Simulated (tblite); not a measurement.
Compound: C5H12GeO2.
SMILES with atom numbers: `[CH3:1][CH2:2][C@@H:3]1[CH2:4][O:5][Ge@H:6]([CH3:7])[O:8]1` (hydrogens: H9, H10, H11 on C1; H12, H13 on C2; H14 on C3; H15, H16 on C4; H17 on Ge6; H18, H19, H20 on C7)

Structure used (GFN2-xTB), in Å, numbered top down from 1:
```xyz
20
C5H12GeO2 angstrom
C      2.554    1.013   -0.621
C      1.151    0.846   -0.054
C      0.792   -0.615    0.226
C      0.373   -1.356   -1.059
O     -1.007   -1.165   -1.275
Ge    -1.837   -0.897    0.286
C     -2.993    0.710    0.238
O     -0.284   -0.690    1.138
H      2.663    0.479   -1.563
H      3.292    0.628    0.078
H      2.765    2.065   -0.798
H      0.408    1.253   -0.745
H      1.069    1.393    0.887
H      1.646   -1.124    0.689
H      0.587   -2.425   -0.953
H      0.906   -0.971   -1.931
H     -2.473   -2.170    0.818
H     -3.972    0.462   -0.157
H     -3.109    1.104    1.243
H     -2.538    1.471   -0.391
```

Computed values, GFN2-xTB/tblite, gas phase, harmonic and unscaled. Against measured fundamentals such values can be off by several per cent, at times by over 20. Modes of hydrogen on germanium can be 10 to 20 % off. One conformer, not necessarily the lowest.

Harmonic wavenumbers (cm⁻¹): 35.4, 57.7, 96.9, 110.1, 142.4, 187.9, 211.8, 269.9, 328.0, 388.3, 434.2, 511.1, 538.2, 555.8, 587.3, 643.4, 712.6, 771.2, 802.4, 811.6, 866.7, 951.1, 983.9, 1036.7, 1052.1, 1096.4, 1118.8, 1144.8, 1209.6, 1230.3, 1262.1, 1295.1, 1301.1, 1308.3, 1349.4, 1414.4, 1431.5, 1440.2, 1473.9, 1486.4, 1502.0, 1503.9, 1838.8, 2901.3, 2912.3, 2955.5, 2962.8, 2984.1, 3020.6, 3033.1, 3034.9, 3035.9, 3041.0, 3043.9.

A = 2850, B = 925.7, C = 853.6 MHz; mass 178.005 u (most abundant isotopes); point group C1, symmetry number 1.

Q: Zero-point energy?

A: ½Σν̃ = 35210 cm⁻¹ = 421.20 kJ/mol.

Q: What is S at 350 K and 1 bar for an ideal gas of classical rigid rotors and harmonic oscillators?

A: Translation 176.81, rotation 124.79, vibration 162.14: S = 463.7 J/(mol K).

Q: And Cp and H(350 K) − H(0)?

A: Cp = 192.00 J/(mol K), of which vibrations give 158.74 (their classical limit is 54 R = 449.0); H(350 K) − H(0) = 40.35 kJ/mol without the zero-point energy, 28.70 from vibrations.

Q: What must be added to the electronic energy to get the Gibbs energy at 350 K and 1 bar?

A: ZPE + [H(350 K) − H(0)] − T·S = 421.20 + 40.35 − 162.31 = 299.24 kJ/mol.

Q: Blend soft modes into free rotors: weight 1/[1 + (100 cm⁻¹/ν̃)⁴] for the oscillator and the rest for a rotor with moment μB/(μ + B), μ = h/(8π²ν), B = 10⁻⁴⁴ kg m². What vibrational entropy results?

A: 146.76 J/(mol K) in place of 162.14, which changes −T·S at 350 K by +5.38 kJ/mol.

Q: Which modes carry the vibrational entropy at 350 K?

A: 35.4 cm⁻¹: 24.35; 57.7 cm⁻¹: 20.30; 96.9 cm⁻¹: 16.02; 110.1 cm⁻¹: 14.98; 142.4 cm⁻¹: 12.88; 187.9 cm⁻¹: 10.67 J/(mol K); the other 48 give 62.95 together.

Hindered rotation and anharmonicity are outside this model. Other conformers, if any are populated, would add a mixing term that is left out. The structure is chiral; the term R ln 2 for an equal mix with its mirror image is left out.

On INTEL XEON PLATINUM 8581C at 2.30 GHz, one thread (shared host), this took 0.74 s wall. This covers the Hessian and the dipole derivatives.
